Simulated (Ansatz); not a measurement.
A CCSD(T) single point on CH$_{4}$AlClIN, SMILES `N[CH2][Al]([Cl])[I]`.

```yaml
crystal:
  periodic: [false, false, false]
  atoms:
    - {symbol: N, position_ang: [0.585207, 0.441565, 1.399796]}
    - {symbol: C, position_ang: [-0.069908, -0.578292, 0.584633]}
    - {symbol: Al, position_ang: [-0.410792, -0.145364, -1.308486]}
    - {symbol: Cl, position_ang: [-1.336803, -1.467641, -2.644761]}
    - {symbol: I, position_ang: [0.287846, 2.072598, -2.152567]}
    - {symbol: H, position_ang: [0.047010, 1.298858, 1.410798]}
    - {symbol: H, position_ang: [1.490227, 0.685580, 1.017584]}
    - {symbol: H, position_ang: [-1.023246, -0.851907, 1.051039]}
    - {symbol: H, position_ang: [0.518959, -1.501695, 0.624864]}
basis:
  gaussian: {orbitals: def2-SVP}
correlation: {method: ccsd_t}
```

```sh
$ ansatz run in.yaml --threads 4 --pin off --events-out ev --progress --plain --max-ram 10444MiB
```

Log, shortened:

```
Functional definition: HF
1151 factors; integrals over basis functions are off by at most 1.3e-3 eV
mean field evaluation 1: about -29727.4107 eV, gradient 3.0e1 eV
mean field evaluation 2: about -29727.4967 eV, gradient 3.0e1 eV
mean field evaluation 4: about -29729.8960 eV, gradient 2.8e0 eV
mean field evaluation 8: about -29729.9291 eV, gradient 1.7e-1 eV
mean field -29729.92925257 eV, -1092.5547483620 hartree, gradient 1.6e-6 eV, S^2 0.000000; 0 other end points of the search recorded, 0 dependent functions left out
16 core orbitals not correlated: weight in the atoms' cores, before any rotation towards them, 1.000 or more for the frozen orbitals, at most 0.000 for the correlated occupied ones
reference -29729.92925257 eV, -1092.5547483620 hartree; 20, 20 occupied and 74, 74 virtual orbitals, 1151 factors
second order -16.81673248 eV of doubles, -0.00000000 eV of singles
cycle   1  -17.62740252 eV  change   -8.1e-1 eV  update   8.4e-2
cycle   2  -17.99278681 eV  change   -3.7e-1 eV  update   2.5e-2
cycle   3  -18.06546953 eV  change   -7.3e-2 eV  update   1.3e-2
cycle   4  -18.06421597 eV  change    1.3e-3 eV  update   3.4e-3
cycle   5  -18.06247554 eV  change    1.7e-3 eV  update   1.7e-3
cycle   6  -18.06241338 eV  change    6.2e-5 eV  update   6.6e-4
cycle   7  -18.06229009 eV  change    1.2e-4 eV  update   2.6e-4
cycle   8  -18.06226930 eV  change    2.1e-5 eV  update   1.0e-4
cycle   9  -18.06229298 eV  change   -2.4e-5 eV  update   3.3e-5
perturbative correction -0.46937726 eV, -0.0172492960 hartree
Total energy: -29748.46092280 eV, -1093.2357746820 hartree
```

Hardware: 4 threads of a server CPU on a shared host. Wall time 4.9 s, peak host memory 0.55 GiB.

The correlation energy is -18.532 eV, 2.5 % of it from (T); the T1 diagnostic reads 0.0091.
